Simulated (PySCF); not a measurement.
Isomers C8H10O2:

A. `C#C[C@@H]1CCOC(=O)[C@H]1C`
B. SMILES C(=C\C=C)/C(=C)OC(C)=O
C. `InChI=1S/C8H10O2/c1-4-6-7(5-2)8(9)10-3/h4-6H,1-2H2,3H3/b7-6-`

Spectrum 1. ¹H NMR (500 MHz, computed): δ 6.79 (m, 1H), 6.65 (m, 1H), 6.13 (d, 1H), 5.65 (m, 1H), 5.63 (br s, 1H), 5.55 (m, 1H), 5.47 (br s, 1H), 2.25 (s, 3H). ¹³C{¹H} NMR (computed): δ 173.4 (C), 158.2 (C), 144.7 (CH), 138.1 (CH), 135.9 (CH), 127.2 (CH2), 115.2 (CH2), 24.2 (CH3).

Spectrum 2. ¹H NMR (500 MHz, computed): δ 7.32 (m, 1H), 6.55 (m, 1H), 6.41 (d, 1H), 5.72 (m, 1H), 5.69 (m, 1H), 5.68 (m, 1H), 5.56 (m, 1H), 4.16 (s, 3H). ¹³C{¹H} NMR (computed): δ 174.3 (C), 146.0 (CH), 143.8 (CH), 142.7 (CH), 141.9 (C), 130.5 (CH2), 126.3 (CH2), 50.5 (CH3).

Spectrum 3. ¹H NMR (500 MHz, computed): δ 4.41 (m, 1H), 4.34 (m, 1H), 2.37 (m, 1H), 2.34 (m, 1H), 2.13 (m, 1H), 1.86 (m, 1H), 1.68 (d, 1H), 1.40 (d, 3H). ¹³C{¹H} NMR (computed): δ 177.6 (C), 93.3 (C), 76.6 (CH), 65.6 (CH2), 42.5 (CH), 35.1 (CH2), 31.4 (CH), 17.8 (CH3).

- PBE0/pcSseg-1 with gauge-including orbitals
- geometry: GFN2-xTB
- code: PySCF 2.14.0 with density-fitted response routines
- rapidly exchanging positions averaged, isolated molecule, relativity neglected, one conformer

References, each an isolated molecule treated in the same way: ¹H and ¹³C vs TMS. Where no couplings were computed, multiplicities follow the n + 1 count of equivalent neighbours, and m marks all less simple cases (inequivalent or close neighbours, rings, F or P nearby). Shifts are as computed. Against solution values, carbons near 30 ppm lie about +3 ppm off and those near 130 ppm about +5 ppm. Of 1211 compounds with measured shifts, 218 miss one by over three times the rms of a fit or turn the order of signals round; such compounds aren't used in these exercises.

Which spectrum belongs to which compound?

## Answers

1–B, 2–C, 3–A.

- Spectrum 1 (B): 8 ¹³C signals; δC 173.4 is an ester carbonyl carbon; δC 158.2 is an alkene carbon bearing oxygen.
- Spectrum 2 (C): 8 ¹³C signals; δC 174.3 is an ester carbonyl carbon; δC 146.0 is a β carbon of a C=C–C=O unit.
- Spectrum 3 (A): 8 ¹³C signals; δC 177.6 is an ester carbonyl carbon; δC 93.3 is an alkyne carbon.
